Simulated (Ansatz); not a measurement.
A nudged elastic band was laid between two geometries of H3N + H8Si3 (15 atoms, charge 0, multiplicity 1).

These are results of RKS PBE0-D4/def2-SVP in Ansatz, not measurements.

```
movable images  : 5
climbing image  : yes
spring          : 5.0 eV/Å²
optimiser       : quadratic models (default)
start path      : through a guess of the saddle point
force threshold : 0.03 eV/Å
iteration limit : 60
end points      : relaxed
```

Image 0:

```xyz
15
Properties=species:S:1:pos:R:3
Si -0.176 0.287 0.086
H -0.431 0.307 1.561
H 1.304 0.358 -0.131
Si -1.207 2.146 -0.907
H -2.689 2.048 -0.723
H -0.727 3.431 -0.308
H -0.907 2.151 -2.374
Si -1.045 -1.686 -0.864
H -1.736 -2.514 0.171
H -2.048 -1.337 -1.919
H 0.035 -2.494 -1.507
N 1.274 -2.656 1.540
H 0.745 -3.309 0.964
H 1.790 -2.046 0.911
H 0.601 -2.078 2.038
```

Image 6:

```xyz
15
Properties=species:S:1:pos:R:3
Si 0.408 -0.457 -0.735
H -1.452 -0.992 2.874
H 1.367 -0.316 -1.889
Si -0.629 1.620 -0.401
H -1.784 1.486 0.538
H 0.341 2.603 0.179
H -1.125 2.160 -1.706
Si -1.185 -2.076 -1.317
H -2.328 -2.057 -0.354
H -1.707 -1.809 -2.693
H -0.574 -3.444 -1.299
N 1.120 -0.943 0.784
H 1.474 -1.890 0.883
H 1.717 -0.291 1.283
H -0.860 -0.986 2.391
```

Task: Which bonds break or form, and what moves?

Result: Bonds broken: Si1–H2, N12–H15. Bonds formed: Si1–N12, H2–H15. H3N + H8Si3 becomes H2 + H9NSi3.

Task: Give the energies along the band, and the barrier.

Result: The run converged. The highest image is number 2 of 0 to 6, 148.0 kJ/mol above the first end and 149.5 kJ/mol above the last; the last end lies 1.4 kJ/mol below the first. Neighbouring images differ by up to 1.5 eV, so the band resolves the path poorly. A vibrational analysis at the climbing image gives one clearly imaginary mode, 1132i cm⁻¹: a first-order saddle point. The orbitals stay closed-shell, which can raise the energy where a bond breaks towards radicals; this wasn't checked here.

```tsv
image	path coordinate (Å)	energy (kJ/mol)	Si1–H2 (Å)	N12–H15 (Å)	Si1–N12 (Å)
0	0.00	0.0	1.50	1.02	3.59
1	3.46	5.6	1.50	1.02	3.45
2	6.92	148.0	2.05	1.17	1.90
3	7.93	23.6	2.77	2.03	1.75
4	8.93	4.1	3.52	2.46	1.75
5	9.94	0.3	3.84	2.53	1.75
6	10.94	-1.4	4.10	2.55	1.75
```

Task: What is the geometry of the highest image?

Result: 
```xyz
15
Properties=species:S:1:pos:R:3
Si 0.134 -0.459 -0.522
H -1.036 -0.712 1.146
H 1.290 -0.388 -1.507
Si -0.765 1.651 -0.137
H -2.249 1.533 -0.051
H -0.220 2.166 1.161
H -0.413 2.658 -1.193
Si -1.408 -2.081 -1.155
H -2.785 -1.567 -0.898
H -1.296 -2.483 -2.597
H -1.164 -3.311 -0.335
N 1.161 -1.042 0.961
H 1.572 -1.974 0.885
H 1.862 -0.388 1.314
H 0.102 -0.993 1.466
```

Run time: 6.3 min on 4 threads of Arm Neoverse V1 (shared host), peak memory 0.32 GiB.
